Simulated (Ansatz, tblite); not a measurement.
Cost and result up the ladder for RuF3 (4 atoms). Charge 0, multiplicity 2. Geometry: PBE0-D4/def2-TZVP.

```xyz
4

Ru    0.000    0.000    0.001
F     0.685    1.433   -0.879
F     0.828   -0.635    1.487
F    -1.513   -0.797   -0.609
```

Ansatz on 4 threads of Arm Neoverse V2 on a shared host; xTB runs through tblite on one thread. Times are rough, summed over both states, and most runs start from the orbitals of an earlier one. No level here is sound enough to serve as a yardstick. The other state is a triplet.

In the def2 sets Ru takes a core potential; there is no spin–orbit coupling. The xTB rows come from tblite. At PBE0-D4/def2-TZVP a quartet of charge 0 lies 0.56 eV below the doublet, each at its own geometry. Another isomer (doublet) lies 0.05 eV lower at r2SCAN-D4/def2-TZVP.

Raw xTB energies of ions are shifted by several eV, and xTB has no spin-polarisation term.

| level | functions | wall time | vertical IE (eV) | remarks |
| --- | --- | --- | --- | --- |
| GFN1-xTB | 21 | 0.004 s | 16.91 | – |
| GFN2-xTB | 21 | 0.005 s | 17.09 | – |
| PBE-D4/def2-TZVP | 133 | 11 s | 9.85 | – |
| PBE0-D4/def2-TZVP (with forces) | 133 | 12 s | 10.50 | spin-contaminated (⟨S²⟩ 0.86) (doublet) |
| r2SCAN-D4/def2-TZVP | 133 | 22 s | 10.05 | spin-contaminated (⟨S²⟩ 0.85) (doublet) |
